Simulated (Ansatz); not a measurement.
Ansatz (a program for electronic structure) input (B3LYP-D3(BJ)/def2-TZVP):

Ansatz 0.2 input:
```yaml
crystal:
  periodic: [false, false, false]
  atoms:
    - {symbol: C, position_ang: [2.39512234, 0.21145859, 0.75662075]}
    - {symbol: C, position_ang: [1.14425381, 0.62141492, -0.00885185]}
    - {symbol: C, position_ang: [0.28550050, -0.59963211, -0.38548286]}
    - {symbol: C, position_ang: [-0.91451572, -0.19292181, -1.16159769]}
    - {symbol: C, position_ang: [-2.18529034, -0.01764035, -0.64851441]}
    - {symbol: C, position_ang: [-2.57907886, -0.19824115, 0.64997623]}
    - {symbol: H, position_ang: [2.98703660, 1.08666503, 1.01509117]}
    - {symbol: H, position_ang: [2.12900151, -0.30620371, 1.67578378]}
    - {symbol: H, position_ang: [3.01113008, -0.45415306, 0.15545714]}
    - {symbol: H, position_ang: [0.54334728, 1.29984780, 0.60003418]}
    - {symbol: H, position_ang: [1.42848038, 1.15360687, -0.91915904]}
    - {symbol: H, position_ang: [-0.00166289, -1.12323870, 0.52670232]}
    - {symbol: H, position_ang: [0.89844014, -1.27529923, -0.98907142]}
    - {symbol: H, position_ang: [-0.75130858, 0.02799593, -2.20665541]}
    - {symbol: H, position_ang: [-2.94719496, 0.29627345, -1.35311450]}
    - {symbol: H, position_ang: [-3.59912929, -0.03431395, 0.94547064]}
    - {symbol: H, position_ang: [-1.89459464, -0.50227003, 1.42078861]}
basis:
  gaussian:
    orbitals: def2-TZVP
hamiltonian:
  xc: b3lyp
  dispersion: d3bj
magnetization: {spin_polarized: true, initial_magnetization: 1}
relax: {f_tol: 0.002, max_steps: 150}
```

Output:

```
Functional definition: B3LYP
integrals: 0.19 GiB planned
1564 factors; their error is unknown
0.35 GiB of the device are held for the grids
1.40 GiB of device memory are held for the factors and their scratch space
mean field: 1.75 GiB planned
mean field evaluation 1: about -6387.2617 eV, gradient 5.6e1 eV
mean field evaluation 2: about -6378.0289 eV, gradient 6.9e1 eV
mean field evaluation 4: about -6402.7271 eV, gradient 4.5e0 eV
mean field evaluation 8: about -6402.8305 eV, gradient 1.7e-1 eV
mean field evaluation 16: about -6402.7909 eV, gradient 8.7e-4 eV
mean field -6402.79093781 eV, -235.2982269970 hartree, gradient 7.0e-5 eV, S^2 0.775121; 0 other end points of the search recorded, 0 dependent functions left out
the calculation of the forces begins
reference -6402.79126105 eV, -235.2982388758 hartree; 24, 23 occupied and 228, 229 virtual orbitals, 1564 factors
relax step   1: F+E_penalty+E_count = -6403.39098925 eV  Δ(F+E_penalty+E_count) = +0.000e0 eV  max|allowed force component| = 2.939e-1 eV/Å  Δτ_max = 0.0000 Å  (34 SCF iters, accepted)
these checks for a lower state are left out or cut short: starts, cluster_reference, orbital_swaps, neighbouring_geometries, increment
integrals: 0.19 GiB planned
1564 factors; their error is unknown
0.35 GiB of the device are held for the grids
1.40 GiB of device memory are held for the factors and their scratch space
mean field: 1.74 GiB planned
mean field -6402.80855194 eV, -235.2988743043 hartree, gradient 2.4e-5 eV, S^2 0.775886; 0 other end points of the search recorded, 0 dependent functions left out
the calculation of the forces begins
reference -6402.80887653 eV, -235.2988862329 hartree; 24, 23 occupied and 228, 229 virtual orbitals, 1564 factors
relax step   2: F+E_penalty+E_count = -6403.40473978 eV  Δ(F+E_penalty+E_count) = -1.375e-2 eV  max|allowed force component| = 1.011e-1 eV/Å  Δτ_max = 0.0295 Å  (37 SCF iters, accepted)
these checks for a lower state are left out or cut short: starts, cluster_reference, orbital_swaps, neighbouring_geometries, increment
integrals: 0.19 GiB planned
1564 factors; their error is unknown
0.35 GiB of the device are held for the grids
1.40 GiB of device memory are held for the factors and their scratch space
mean field: 1.74 GiB planned
mean field evaluation 32: about -6402.8102 eV, gradient 6.4e-3 eV
mean field -6402.81017382 eV, -235.2989339074 hartree, gradient 1.5e-5 eV, S^2 0.776150; 0 other end points of the search recorded, 0 dependent functions left out
the calculation of the forces begins
reference -6402.81049881 eV, -235.2989458506 hartree; 24, 23 occupied and 228, 229 virtual orbitals, 1564 factors
relax step   3: F+E_penalty+E_count = -6403.40602755 eV  Δ(F+E_penalty+E_count) = -1.288e-3 eV  max|allowed force component| = 4.521e-2 eV/Å  Δτ_max = 0.0194 Å  (37 SCF iters, accepted)
these checks for a lower state are left out or cut short: starts, cluster_reference, orbital_swaps, neighbouring_geometries, increment
integrals: 0.19 GiB planned
1564 factors; their error is unknown
0.35 GiB of the device are held for the grids
1.40 GiB of device memory are held for the factors and their scratch space
mean field: 1.74 GiB planned
mean field -6402.81021751 eV, -235.2989355128 hartree, gradient 2.5e-5 eV, S^2 0.776165; 0 other end points of the search recorded, 0 dependent functions left out
the calculation of the forces begins
reference -6402.81054244 eV, -235.2989474538 hartree; 24, 23 occupied and 228, 229 virtual orbitals, 1564 factors
relax step   4: F+E_penalty+E_count = -6403.40627103 eV  Δ(F+E_penalty+E_count) = -2.435e-4 eV  max|allowed force component| = 2.329e-2 eV/Å  Δτ_max = 0.0072 Å  (36 SCF iters, accepted)
these checks for a lower state are left out or cut short: starts, cluster_reference, orbital_swaps, neighbouring_geometries, increment
integrals: 0.19 GiB planned
1564 factors; their error is unknown
0.35 GiB of the device are held for the grids
1.40 GiB of device memory are held for the factors and their scratch space
mean field: 1.74 GiB planned
mean field -6402.80998569 eV, -235.2989269935 hartree, gradient 2.5e-5 eV, S^2 0.776165; 0 other end points of the search recorded, 0 dependent functions left out
the calculation of the forces begins
reference -6402.81031059 eV, -235.2989389336 hartree; 24, 23 occupied and 228, 229 virtual orbitals, 1564 factors
relax step   5: F+E_penalty+E_count = -6403.40632016 eV  Δ(F+E_penalty+E_count) = -4.913e-5 eV  max|allowed force component| = 1.266e-2 eV/Å  Δτ_max = 0.0074 Å  (37 SCF iters, accepted)
these checks for a lower state are left out or cut short: starts, cluster_reference, orbital_swaps, neighbouring_geometries, increment
integrals: 0.19 GiB planned
1564 factors; their error is unknown
0.35 GiB of the device are held for the grids
1.40 GiB of device memory are held for the factors and their scratch space
mean field: 1.74 GiB planned
mean field -6402.80987505 eV, -235.2989229276 hartree, gradient 2.4e-5 eV, S^2 0.776166; 0 other end points of the search recorded, 0 dependent functions left out
the calculation of the forces begins
reference -6402.81019995 eV, -235.2989348675 hartree; 24, 23 occupied and 228, 229 virtual orbitals, 1564 factors
relax step   6: F+E_penalty+E_count = -6403.40633821 eV  Δ(F+E_penalty+E_count) = -1.805e-5 eV  max|allowed force component| = 6.686e-3 eV/Å  Δτ_max = 0.0051 Å  (36 SCF iters, accepted)
these checks for a lower state are left out or cut short: starts, cluster_reference, orbital_swaps, neighbouring_geometries, increment
integrals: 0.19 GiB planned
1564 factors; their error is unknown
0.35 GiB of the device are held for the grids
1.40 GiB of device memory are held for the factors and their scratch space
mean field: 1.75 GiB planned
mean field -6402.80951653 eV, -235.2989097522 hartree, gradient 2.3e-5 eV, S^2 0.776170; 0 other end points of the search recorded, 0 dependent functions left out
the calculation of the forces begins
reference -6402.80984141 eV, -235.2989216913 hartree; 24, 23 occupied and 228, 229 virtual orbitals, 1564 factors
relax step   7: F+E_penalty+E_count = -6403.40636521 eV  Δ(F+E_penalty+E_count) = -2.700e-5 eV  max|allowed force component| = 1.161e-2 eV/Å  Δτ_max = 0.0130 Å  (36 SCF iters, accepted)
these checks for a lower state are left out or cut short: starts, cluster_reference, orbital_swaps, neighbouring_geometries, increment
integrals: 0.19 GiB planned
1564 factors; their error is unknown
0.35 GiB of the device are held for the grids
1.40 GiB of device memory are held for the factors and their scratch space
mean field: 1.75 GiB planned
mean field evaluation 64: about -6402.8487 eV, gradient 1.8e-3 eV
mean field -6402.80915653 eV, -235.2988965227 hartree, gradient 2.3e-5 eV, S^2 0.776176; 0 other end points of the search recorded, 0 dependent functions left out
the calculation of the forces begins
reference -6402.80948138 eV, -235.2989084605 hartree; 24, 23 occupied and 228, 229 virtual orbitals, 1564 factors
relax step   8: F+E_penalty+E_count = -6403.40638305 eV  Δ(F+E_penalty+E_count) = -1.785e-5 eV  max|allowed force component| = 1.238e-2 eV/Å  Δτ_max = 0.0121 Å  (36 SCF iters, accepted)
these checks for a lower state are left out or cut short: starts, cluster_reference, orbital_swaps, neighbouring_geometries, increment
integrals: 0.19 GiB planned
1564 factors; their error is unknown
0.35 GiB of the device are held for the grids
1.40 GiB of device memory are held for the factors and their scratch space
mean field: 1.75 GiB planned
mean field -6402.80873984 eV, -235.2988812094 hartree, gradient 2.2e-5 eV, S^2 0.776182; 0 other end points of the search recorded, 0 dependent functions left out
the calculation of the forces begins
reference -6402.80906465 eV, -235.2988931460 hartree; 24, 23 occupied and 228, 229 virtual orbitals, 1564 factors
relax step   9: F+E_penalty+E_count = -6403.40639819 eV  Δ(F+E_penalty+E_count) = -1.514e-5 eV  max|allowed force component| = 7.357e-3 eV/Å  Δτ_max = 0.0148 Å  (35 SCF iters, accepted)
these checks for a lower state are left out or cut short: starts, cluster_reference, orbital_swaps, neighbouring_geometries, increment
integrals: 0.19 GiB planned
1564 factors; their error is unknown
0.35 GiB of the device are held for the grids
1.40 GiB of device memory are held for the factors and their scratch space
mean field: 1.75 GiB planned
mean field -6402.80859721 eV, -235.2988759678 hartree, gradient 2.5e-5 eV, S^2 0.776181; 0 other end points of the search recorded, 0 dependent functions left out
the calculation of the forces begins
reference -6402.80892199 eV, -235.2988879033 hartree; 24, 23 occupied and 228, 229 virtual orbitals, 1564 factors
relax step  10: F+E_penalty+E_count = -6403.40640135 eV  Δ(F+E_penalty+E_count) = -3.160e-6 eV  max|allowed force component| = 3.918e-3 eV/Å  Δτ_max = 0.0049 Å  (36 SCF iters, accepted)
these checks for a lower state are left out or cut short: starts, cluster_reference, orbital_swaps, neighbouring_geometries, increment
integrals: 0.19 GiB planned
1564 factors; their error is unknown
0.35 GiB of the device are held for the grids
1.40 GiB of device memory are held for the factors and their scratch space
mean field: 1.75 GiB planned
mean field -6402.80857120 eV, -235.2988750122 hartree, gradient 2.5e-5 eV, S^2 0.776179; 0 other end points of the search recorded, 0 dependent functions left out
the calculation of the forces begins
reference -6402.80889600 eV, -235.2988869482 hartree; 24, 23 occupied and 228, 229 virtual orbitals, 1564 factors
relax step  11: F+E_penalty+E_count = -6403.40640281 eV  Δ(F+E_penalty+E_count) = -1.457e-6 eV  max|allowed force component| = 3.226e-3 eV/Å  Δτ_max = 0.0018 Å  (36 SCF iters, accepted)
these checks for a lower state are left out or cut short: starts, cluster_reference, orbital_swaps, neighbouring_geometries, increment
integrals: 0.19 GiB planned
1564 factors; their error is unknown
0.35 GiB of the device are held for the grids
1.40 GiB of device memory are held for the factors and their scratch space
mean field: 1.75 GiB planned
mean field evaluation 96: about -6402.8086 eV, gradient 2.6e-5 eV
mean field -6402.80860775 eV, -235.2988763554 hartree, gradient 2.6e-5 eV, S^2 0.776178; 0 other end points of the search recorded, 0 dependent functions left out
the calculation of the forces begins
reference -6402.80893256 eV, -235.2988882916 hartree; 24, 23 occupied and 228, 229 virtual orbitals, 1564 factors
relax step  12: F+E_penalty+E_count = -6403.40640394 eV  Δ(F+E_penalty+E_count) = -1.130e-6 eV  max|allowed force component| = 8.697e-4 eV/Å  Δτ_max = 0.0016 Å  (36 SCF iters, accepted)
integrals: 0.19 GiB planned
1564 factors; their error is unknown
0.35 GiB of the device are held for the grids
1.40 GiB of device memory are held for the factors and their scratch space
mean field: 1.75 GiB planned
mean field -6402.80860775 eV, -235.2988763554 hartree, gradient 2.6e-5 eV, S^2 0.776178; 1 other end points of the search recorded, 0 dependent functions left out
the calculation of the forces begins
reference -6402.80893256 eV, -235.2988882916 hartree; 24, 23 occupied and 228, 229 virtual orbitals, 1564 factors
Total energy: -6403.40672874 eV, -235.3208568962 hartree
Atom 0 at     2.392634     0.214959     0.773335 Å, force    -0.000272    -0.000201    -0.000214 eV/Å
Atom 1 at     1.140408     0.616082     0.000281 Å, force     0.000388     0.000740     0.000041 eV/Å
Atom 2 at     0.286681    -0.597271    -0.412245 Å, force    -0.000062    -0.000870     0.000042 eV/Å
Atom 3 at    -0.926818    -0.212818    -1.190048 Å, force     0.000328     0.000635     0.000463 eV/Å
Atom 4 at    -2.192883    -0.020926    -0.657849 Å, force     0.000154     0.000489    -0.000423 eV/Å
Atom 5 at    -2.562627    -0.173282     0.660960 Å, force    -0.000054     0.000451     0.000367 eV/Å
Atom 6 at     2.981033     1.089158     1.057797 Å, force    -0.000197    -0.000139    -0.000115 eV/Å
Atom 7 at     2.133804    -0.324567     1.687628 Å, force     0.000138    -0.000011    -0.000069 eV/Å
Atom 8 at     3.032714    -0.437912     0.174954 Å, force    -0.000079     0.000123     0.000078 eV/Å
Atom 9 at     0.524887     1.287903     0.604087 Å, force     0.000059    -0.000097    -0.000042 eV/Å
Atom 10 at     1.420122     1.178007    -0.895511 Å, force    -0.000144     0.000046     0.000148 eV/Å
Atom 11 at     0.008799    -1.153928     0.486356 Å, force    -0.000042     0.000077    -0.000178 eV/Å
Atom 12 at     0.907734    -1.269280    -1.013792 Å, force    -0.000096     0.000036     0.000113 eV/Å
Atom 13 at    -0.789812    -0.019214    -2.248165 Å, force    -0.000078    -0.000324     0.000077 eV/Å
Atom 14 at    -2.968245     0.284744    -1.354422 Å, force    -0.000068    -0.000485     0.000037 eV/Å
Atom 15 at    -3.581581     0.002077     0.975083 Å, force     0.000109    -0.000103    -0.000133 eV/Å
Atom 16 at    -1.857313    -0.470384     1.425029 Å, force    -0.000084    -0.000368    -0.000189 eV/Å
Dipole moment:     0.093298     0.023445    -0.022782 e Å
```

It need not be the lowest isomer of its formula.
